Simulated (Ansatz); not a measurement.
Job for Ansatz (a first-principles code): U-CCSD(T)/cc-pVTZ on BGeH5 (SMILES [BH2][GeH3]), a point of a bond scan (R = 3.541 Å). The run froze 15 orbitals, filled d shells among them.

Ansatz 0.2 input:
```yaml
crystal:
  periodic: [false, false, false]
  atoms:
    - {symbol: B, position_ang: [-1.68447901, -0.08981357, -0.38805636]}
    - {symbol: Ge, position_ang: [0.32433246, 0.01332500, 0.07253106]}
    - {symbol: H, position_ang: [2.24948433, -2.73635819, -1.05537243]}
    - {symbol: H, position_ang: [0.93481345, 1.29602953, -0.53231896]}
    - {symbol: H, position_ang: [0.50580440, 0.12014751, 1.60207949]}
    - {symbol: H, position_ang: [-2.40523210, 0.79344296, -0.04632267]}
    - {symbol: H, position_ang: [-2.15298444, -1.00476260, -0.98628824]}
basis:
  gaussian:
    orbitals: cc-pVTZ
correlation: {method: ccsd_t, electrons: outside_noble_gas}
scf: {omitted_lower_state_checks: [cluster_reference]}
magnetization: {spin_polarized: true, initial_magnetization: 0}
```

It printed:

```
WARN ansatz: RAYON_NUM_THREADS=1 ignored (pool sized by the plan → 1); use --threads N
Functional definition: HF
these checks for a lower state are left out or cut short: cluster_reference
integrals: 0.50 GiB planned
826 factors; integrals over basis functions are off by at most 1.2e-3 eV
mean field: 0.48 GiB planned
mean field evaluation 1: about -57217.5740 eV, gradient 1.2e1 eV
mean field evaluation 2: about -57217.5710 eV, gradient 1.2e1 eV
mean field evaluation 4: about -57219.2059 eV, gradient 2.5e0 eV
mean field evaluation 8: about -57219.2499 eV, gradient 1.9e-4 eV
mean field evaluation 16: about -57219.2499 eV, gradient 9.4e-5 eV
mean field evaluation 32: about -57221.6316 eV, gradient 7.3e-6 eV
mean field evaluation 64: about -57221.5969 eV, gradient 1.5e0 eV
mean field -57221.63155462 eV, -2102.8561734174 hartree, gradient 7.3e-6 eV, S^2 0.972861; 5 other end points of the search recorded, 0 dependent functions left out
15 core orbitals not correlated
reference -57221.63155462 eV, -2102.8561734174 hartree; 6, 6 occupied and 122, 122 virtual orbitals, 826 factors
second order -5.52623311 eV of doubles, -0.00000000 eV of singles
coupled cluster: 0.98 GiB planned
cycle   1  -6.27433797 eV  change   -7.5e-1 eV  update   6.6e-2
cycle   2  -6.55059008 eV  change   -2.8e-1 eV  update   2.4e-2
cycle   3  -6.57065746 eV  change   -2.0e-2 eV  update   9.3e-3
cycle   4  -6.56982902 eV  change    8.3e-4 eV  update   5.3e-3
cycle   5  -6.56978339 eV  change    4.6e-5 eV  update   3.9e-3
cycle   6  -6.57088901 eV  change   -1.1e-3 eV  update   3.3e-3
cycle   7  -6.57357374 eV  change   -2.7e-3 eV  update   2.9e-3
cycle   8  -6.57736589 eV  change   -3.8e-3 eV  update   2.3e-3
cycle   9  -6.57888499 eV  change   -1.5e-3 eV  update   1.3e-3
cycle  10  -6.57971647 eV  change   -8.3e-4 eV  update   6.3e-4
cycle  11  -6.58011859 eV  change   -4.0e-4 eV  update   3.0e-4
cycle  12  -6.58007009 eV  change    4.8e-5 eV  update   1.0e-4
cycle  13  -6.58001364 eV  change    5.6e-5 eV  update   3.7e-5
cycle  14  -6.57998293 eV  change    3.1e-5 eV  update   1.4e-5
cycle  15  -6.57997832 eV  change    4.6e-6 eV  update   6.7e-6
coupled cluster: 0.98 GiB planned
perturbative correction -0.20317838 eV, -0.0074666679 hartree
Total energy: -57228.41471133 eV, -2103.1054498287 hartree
Checks for a lower state left out: cluster_reference
```

Self-consistency was reached. Its determinant has ⟨S²⟩ = 0.97, a mixture of spin states.

Cost: roughly 23 core-seconds.
